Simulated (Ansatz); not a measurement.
Geometry optimisation of the cluster ScCl₃⁻.

```yaml
crystal:
  periodic: [false, false, false]
  atoms:
    - {symbol: Sc, position_ang: [0.003551, 0.000604, 0.001377]}
    - {symbol: Cl, position_ang: [0.099320, -0.912751, 2.075457]}
    - {symbol: Cl, position_ang: [-0.031151, -1.341577, -1.827026]}
    - {symbol: Cl, position_ang: [-0.071720, 2.253725, -0.249798]}
basis:
  gaussian: {orbitals: def2-SVPD}
total_charge: -1
magnetization: {spin_polarized: true, initial_magnetization: 1}
hamiltonian: {xc: r2scan, dispersion: d4}
scf: {omitted_lower_state_checks: [starts]}
output: {orbitals: {seedname: orbitals}}
relax: {f_tol: 0.02, max_steps: 100}
```

```sh
$ ansatz run in.yaml --threads 2 --pin off --events-out ev --progress --plain --max-ram 4352MiB
```

Output, abridged:

```
Functional definition: r2SCAN
  name "r2SCAN"
  cite "Furness, Kaplan, Ning, Perdew & Sun, J. Phys. Chem. Lett. 11, 8208 (2020) doi:10.1021/acs.jpclett.0c02405"
  cite "Furness, Kaplan, Ning, Perdew & Sun, J. Phys. Chem. Lett. 11, 9248 (2020) doi:10.1021/acs.jpclett.0c03077"
  parent r2scan
  parameter k0 = 0.174
  parameter k1 = 0.065
  parameter a1 = 4.9479
  exchange = r2scan_x(k0 = k0, k1 = k1, a1 = a1)
  correlation = r2scan_c
these checks for a lower state are left out or cut short: starts
mean field -58259.80469444 eV, -2141.0083326068 hartree, gradient 2.9e-5 eV, S^2 0.752275; 0 other end points of the search recorded, 0 dependent functions left out
the calculation of the forces begins
relax step   1: F+E_penalty+E_count = -58259.83535812 eV  Δ(F+E_penalty+E_count) = +0.000e0 eV  max|allowed force component| = 1.477e0 eV/Å  Δτ_max = 0.0000 Å  (35 SCF iters, accepted)
these checks for a lower state are left out or cut short: starts, cluster_reference, orbital_swaps, neighbouring_geometries, increment
mean field -58260.05032716 eV, -2141.0173594426 hartree, gradient 9.4e-6 eV, S^2 0.752371; 0 other end points of the search recorded, 0 dependent functions left out
the calculation of the forces begins
relax step   2: F+E_penalty+E_count = -58260.07982991 eV  Δ(F+E_penalty+E_count) = -2.445e-1 eV  max|allowed force component| = 2.132e-1 eV/Å  Δτ_max = 0.1015 Å  (38 SCF iters, accepted)
these checks for a lower state are left out or cut short: starts, cluster_reference, orbital_swaps, neighbouring_geometries, increment
mean field -58260.05749284 eV, -2141.0176227766 hartree, gradient 1.3e-5 eV, S^2 0.752395; 0 other end points of the search recorded, 0 dependent functions left out
the calculation of the forces begins
relax step   3: F+E_penalty+E_count = -58260.08674779 eV  Δ(F+E_penalty+E_count) = -6.918e-3 eV  max|allowed force component| = 1.224e-2 eV/Å  Δτ_max = 0.0212 Å  (39 SCF iters, accepted)
these checks for a lower state are left out or cut short: starts
mean field -58260.05749284 eV, -2141.0176227766 hartree, gradient 1.3e-5 eV, S^2 0.752395; 0 other end points of the search recorded, 0 dependent functions left out
the calculation of the forces begins
Total energy: -58260.08678893 eV, -2141.0186993879 hartree
Atom 0 at     0.002751     0.000202    -0.000059 Å, force    -0.001913    -0.000053    -0.000047 eV/Å
Atom 1 at     0.104882    -0.959693     2.186097 Å, force     0.001168    -0.004623     0.011105 eV/Å
Atom 2 at    -0.032479    -1.414934    -1.925362 Å, force     0.000477    -0.007565    -0.010076 eV/Å
Atom 3 at    -0.075154     2.374426    -0.260665 Å, force     0.000268     0.012241    -0.000982 eV/Å
Dipole moment:     0.000079     0.000102    -0.000022 e Å
Checks for a lower state left out: starts
```

Hardware: 2 threads of Arm Neoverse V1 on a shared host. Wall time 49 s.

The highest occupied level of the relaxed charge -1 doublet lies above zero (up to 0.45 eV). By energy differences its removal costs 1.90 eV (each at its own geometry, to the charge 0 singlet, at PBE0-D4/def2-TZVPD). No other spin state of charge -1 was run. The structure comes from a short search, and lower isomers may exist.
